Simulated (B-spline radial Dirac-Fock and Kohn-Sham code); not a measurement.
Calculated with a radial finite-basis atomic code, using configuration-average Dirac-Fock orbitals.

Q: This computed X-ray form factor belongs to an atom or ion in its tabulated ground configuration. Which?

| sin θ/λ (Å⁻¹) | f₀ |
| --- | --- |
| 0.15 | 3.996 |
| 0.2 | 3.994 |
| 0.25 | 3.990 |
| 0.35 | 3.981 |
| 0.9 | 3.877 |
| 1.1 | 3.818 |
| 1.4 | 3.713 |
| 1.6 | 3.632 |
| 1.8 | 3.545 |

A: Sm⁵⁸⁺, with 4 electrons in [He] 2s2. f₀ tends to the number of electrons as s goes to zero, which the first rows give only roughly, and the rate of fall reflects the nuclear charge, 62.
